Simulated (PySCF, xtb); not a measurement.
In(H)(OH)(NH2) (H4InNO), SMILES [NH2][InH][OH]. The values are those of a single conformer.

Harmonic wavenumbers (cm⁻¹) from xtb with GFN2-xTB at its own minimum, in rising order: 118, 176, 260, 319, 422, 437, 469, 598, 633, 701, 1445, 1544, 3324, 3365, 3660.

Question: What does PySCF with PBE0-D3(BJ)/def2-SVP give at its own minimum? (An estimate is asked for; the answer gives what the named calculation found.)

Answer: 136, 263, 295, 311, 429, 450, 603, 629, 735, 793, 1514, 1838, 3600, 3712, 3908. Paired by order, the mean absolute difference is 117 cm⁻¹ and the zero-point energies are 25.0 and 27.5 kcal/mol.
